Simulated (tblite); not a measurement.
Compound: C3H4Cl6Si.
Z-matrix (Å and degrees, GFN2-xTB geometry), rows numbered from 1:
```
Cl
C   1  1.7783
C   2  1.5270  1  110.12
C   3  1.5204  2  110.37  1  -178.76
Cl  4  1.7785  3  111.13  2   -61.81
Cl  4  1.7838  3  111.35  2    59.91
Si  3  1.9433  2  112.23  1    55.45
Cl  7  2.0116  3  108.83  2   -90.08
Cl  7  2.0244  3  107.53  2   152.75
Cl  7  2.0062  3  110.47  2    32.92
H   2  1.0900  1  107.23  3  -120.93
H   2  1.0896  1  107.19  3   121.10
H   3  1.0956  2  107.49  1   -63.04
H   4  1.0910  3  111.86  2   178.82
```

Computed with GFN2-xTB (tblite): harmonic, unscaled wavenumbers at the GFN2-xTB geometry, gas phase. The method is semi-empirical: single wavenumbers can be off by several per cent or more. One conformer, not necessarily the lowest.

Harmonic wavenumbers (cm⁻¹): 33.4, 50.6, 65.0, 86.6, 106.1, 108.3, 133.2, 148.8, 157.5, 173.0, 194.1, 236.6, 301.2, 347.1, 435.9, 512.5, 521.3, 547.4, 631.7, 682.2, 707.5, 779.3, 929.2, 1001.0, 1083.1, 1116.0, 1164.6, 1201.6, 1226.7, 1246.2, 1284.4, 1440.1, 2930.2, 2950.3, 2985.1, 2991.3.

A = 583.5, B = 408.7, C = 330.6 MHz; mass 277.821 u (most abundant isotopes); point group C1, symmetry number 1.

Problem. What is the zero-point energy?

Solution. Half the sum of the wavenumbers: 15255 cm⁻¹ = 182.49 kJ/mol.

Problem. What is S at 298.15 K and 1 bar for an ideal gas of classical rigid rotors and harmonic oscillators?

Solution. Translation 179.03, rotation 136.72, vibration 195.30: S = 511.1 J/(mol K).

Problem. And Cp and H(298.15 K) − H(0)?

Solution. Cp = 188.04 J/(mol K), of which vibrations give 154.78 (their classical limit is 36 R = 299.3); H(298.15 K) − H(0) = 37.98 kJ/mol without the zero-point energy, 28.06 from vibrations.

Problem. How do the functions run with temperature in this model?

Solution. 
```json
{"T (K)": "150", "S (J/(mol K))": "400.5", "Cp (J/(mol K))": "136.9", "H − H(0) (kJ/mol)": "13.71", "G − H(0) (kJ/mol)": "-46.37", "ln q(vib)": "5.95"}
{"T (K)": "250", "S (J/(mol K))": "479.3", "Cp (J/(mol K))": "173.1", "H − H(0) (kJ/mol)": "29.28", "G − H(0) (kJ/mol)": "-90.54", "ln q(vib)": "10.28"}
{"T (K)": "400", "S (J/(mol K))": "570.2", "Cp (J/(mol K))": "214.8", "H − H(0) (kJ/mol)": "58.55", "G − H(0) (kJ/mol)": "-169.54", "ln q(vib)": "15.82"}
{"T (K)": "600", "S (J/(mol K))": "664.6", "Cp (J/(mol K))": "250.2", "H − H(0) (kJ/mol)": "105.37", "G − H(0) (kJ/mol)": "-293.42", "ln q(vib)": "22.04"}
{"T (K)": "900", "S (J/(mol K))": "772.3", "Cp (J/(mol K))": "279.6", "H − H(0) (kJ/mol)": "185.30", "G − H(0) (kJ/mol)": "-509.75", "ln q(vib)": "29.72"}
```

q(vib) and H(0) count from the zero-point level.

Problem. Blend soft modes into free rotors: weight 1/[1 + (100 cm⁻¹/ν̃)⁴] for the oscillator and the rest for a rotor with moment μB/(μ + B), μ = h/(8π²ν), B = 10⁻⁴⁴ kg m². What vibrational entropy results?

Solution. 175.36 J/(mol K) in place of 195.30, which changes −T·S at 298.15 K by +5.94 kJ/mol.

Hindered rotation and anharmonicity are outside this model. Other conformers, if any are populated, would add a mixing term that is left out. The structure is chiral; the term R ln 2 for an equal mix with its mirror image is left out.
